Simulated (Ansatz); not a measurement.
Consider the hydrogenolysis of the Si–S bond: `[CH3][AlH][SiH2]S` + H₂ → `[CH3][AlH][SiH3]` + H₂S.

Program: Ansatz. Geometries: PBE0-D4/def2-TZVP. ΔE: electronic, gas phase. CCSD(T)/CBS is the MP2 limit (def2-TZVPP, def2-QZVPP) plus CCSD(T) − MP2 in def2-TZVPP, frozen cores. This one scheme is used for every species. Functionals use def2-TZVPP. B3LYP here is the variant with VWN-RPA as its local correlation; programs differ in this. Each species was taken in one conformer, which may not be the lowest.

| level | ΔE (kJ/mol) | difference from CCSD(T)/CBS |
| --- | --- | --- |
| PBE-D4 | 39.2 | 2.8 |
| PBE0-D4 | 36.8 | 0.4 |
| B3LYP-D4 | 33.7 | -2.7 |
| ωB97X-V | 32.0 | -4.4 |
| ωB97M-V | 33.9 | -2.5 |
| B2PLYP | 30.0 | -6.4 |
| B3LYP | 24.6 | -11.8 |
| HF/def2-TZVPP | 14.6 | -21.8 |
| MP2/def2-TZVPP | 40.5 | 4.1 |
| SCS-MP2/def2-TZVPP | 33.2 | -3.2 |
| CCSD/def2-TZVPP | 25.5 | -10.9 |
| HF/def2-QZVPP | 14.4 | -22.0 |
| MP2/def2-QZVPP | 44.0 | 7.6 |
| SCS-MP2/def2-QZVPP | 36.7 | 0.3 |
| HF/CBS(def2) | 14.4 | -22.0 |
| CCSD/CBS(def2) | 31.7 | -4.7 |
| CCSD(T)/CBS | 36.4 | 0 |

Largest T1 diagnostic among the species: 0.011.

The D4 term adds +9.1 kJ/mol with B3LYP and +4.9 kJ/mol with PBE0; it sums over pairs of atoms, weighted by their polarisabilities, and B3LYP, whose exchange is more repulsive, gets the larger term. In def2-TZVPP, CCSD(T) changes the Hartree–Fock value by +15.7 kJ/mol (the triples alone add +4.7 kJ/mol) and MP2 by +26.0 kJ/mol.
